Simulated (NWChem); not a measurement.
Molecule: thiourea (CH₄N₂S); SMILES NC(N)=S

```xyz
8

N     -0.0247     1.1467    -1.0406
C      0.0000     0.0000    -0.3168
N      0.0247    -1.1467    -1.0406
S      0.0000     0.0000     1.3465
H      0.2257     1.1609    -2.0209
H      0.0658     2.0057    -0.5166
H     -0.2257    -1.1609    -2.0209
H     -0.0658    -2.0057    -0.5166
```
Atoms are numbered in this order, from 1.

Results from NWChem. Geometry: optimised at PBE0/def2-SVP. Ions are spin-unrestricted doublets at the neutral geometry; other ion states weren't tried.

Task: Estimate the computed values for PBE/def2-SVP. Quantities: vertical ionisation energy, ΔSCF (eV); −ε(HOMO) (eV).

Result: 
```json
{
  "vertical ionisation energy, ΔSCF (eV)": "8.08",
  "−ε(HOMO) (eV)": "4.39"
}
```
